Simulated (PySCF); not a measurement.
Several structures and their simulated spectra, in scrambled order.

A. SMILES C/C=C(/OC)C(=O)F
B. SMILES C=C(F)C(F)(F)C(F)(F)C(F)(F)F
C. SMILES CO[C@@H]1C[C@H]1C(=O)F
D. `C#CCC(F)(F)F`

Spectrum 1. ¹³C{¹H} NMR (computed): δ 173.5 (C, d, J = 404.7 Hz), 70.9 (CH, d, J = 3.4 Hz), 61.3 (CH3), 20.4 (CH2, d, J = 2.1 Hz), 20.4 (CH, d, J = 77.4 Hz).

Spectrum 2. ¹³C{¹H} NMR (computed): δ 134.2 (C, q, J = 346.5 Hz), 80.6 (CH), 78.2 (C, q, J = 3.6 Hz), 29.0 (CH2, q, J = 32.8 Hz).

Spectrum 3. ¹³C{¹H} NMR (computed): δ 167.0 (C), 127.3 (C), 117.4 (C), 117.0 (C), 106.2 (CH2).

Spectrum 4. ¹³C{¹H} NMR (computed): δ 162.5 (C, d, J = 408.2 Hz), 150.6 (C, d, J = 54.8 Hz), 125.0 (CH, d, J = 12.3 Hz), 55.7 (CH3), 16.9 (CH3).

Method: couplings computed with B3LYP/pcJ-1 (spin–dipole term left out of most H,H and C,H couplings), geometry from GFN2-xTB, GIAO PBE0/pcSseg-1 shieldings, in PySCF 2.14.0 with density-fitted response routines (relativity neglected, averaged over atoms made equivalent by symmetry, fast rotation or ring inversion, one computed conformer, no solvent model).

Scale: TMS for ¹³C (σref 186.93) (reference shieldings calculated alike). Splittings of carbon signals by F and P are missing where no couplings were computed. One-bond C–F couplings are unscaled and too large by tens of Hz. Shifts are as computed. Against solution values, carbons near 30 ppm lie about +3 ppm off and those near 130 ppm about +5 ppm. Of 1211 compounds with measured shifts, 218 miss one by over three times the rms of a fit or turn the order of signals round; such compounds aren't used in these exercises.

Task: Which spectrum belongs to which compound?

Result: 1–C, 2–D, 3–B, 4–A.

- Spectrum 1 (C): 5 ¹³C signals; δC 70.9 is a three-membered-ring carbon; δC 61.3 is a methyl carbon bonded to O.
- Spectrum 2 (D): 4 ¹³C signals; δC 134.2 is a CF3 carbon; δC 80.6 is a terminal alkyne carbon.
- Spectrum 3 (B): 5 ¹³C signals; δC 127.3 is a CF3 carbon; δC 117.4 is a fully substituted sp3 carbon bonded to 2 F.
- Spectrum 4 (A): 5 ¹³C signals; δC 150.6 is an alkene carbon bearing oxygen; δC 55.7 is a methyl carbon bonded to O.
